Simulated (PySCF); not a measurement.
Steps of a relaxation of [YH4]−

[YH4]− (singlet). PySCF 2.14.0, RKS PBE0, Y def2-SVP with ECP28, H def2-SVP; non-relativistic Hamiltonian with scalar-relativistic core potentials where named; density fitting; no spin-orbit coupling. Origin of the start: template. Columns: position (Å) and force (eV/Å). Energies are counted from the last step; some of the 4 steps are shown. Forces carry noise of the integration grid, about 0.01 to 0.03 eV/Å.

Run from Python with OMP_NUM_THREADS=2. Where DIIS fails, smearing, a level shift and second-order steps follow.
It took 2.4 s on 2 threads of Arm Neoverse V2, on a shared host, from the converged density of the start.

```xyz
5
step 0  E = 0.077 eV
Y     0.0000    0.0000    0.0000     0.00    0.00    0.00
H     1.2355    1.2355    1.2355    -0.28   -0.28   -0.28
H    -1.2355   -1.2355    1.2355     0.28    0.28   -0.28
H     1.2355   -1.2355   -1.2355    -0.28    0.28    0.28
H    -1.2355    1.2355   -1.2355     0.28   -0.28    0.28
```

```xyz
5
step 1  E = 0.034 eV
Y     0.0000    0.0000    0.0000     0.00    0.00    0.00
H     1.2203    1.2203    1.2203    -0.19   -0.19   -0.19
H    -1.2203   -1.2203    1.2203     0.19    0.19   -0.19
H     1.2203   -1.2203   -1.2203    -0.19    0.19    0.19
H    -1.2203    1.2203   -1.2203     0.19   -0.19    0.19
```

```xyz
5
step 2  E = 0.000 eV
Y     0.0000    0.0000    0.0000     0.00    0.00    0.00
H     1.1890    1.1890    1.1890     0.02    0.02    0.02
H    -1.1890   -1.1890    1.1890    -0.02   -0.02    0.02
H     1.1890   -1.1890   -1.1890     0.02   -0.02   -0.02
H    -1.1890    1.1890   -1.1890    -0.02    0.02   -0.02
```

Question: Where does the relaxation end?

Answer: It converges at step 3 in Td:
```xyz
5
step 3  E = 0
Y     0.0000    0.0000    0.0000
H     1.1913    1.1913    1.1913
H    -1.1913   -1.1913    1.1913
H     1.1913   -1.1913   -1.1913
H    -1.1913    1.1913   -1.1913
```

Question: How did the contacts change?

Answer: 
| contact | start (Å) | end (Å) |
| --- | --- | --- |
| Y1–H2 (H) | 2.140 | 2.063 |
| Y1–H3 (H) | 2.140 | 2.063 |
| Y1–H4 (H) | 2.140 | 2.063 |
| Y1–H5 (H) | 2.140 | 2.063 |
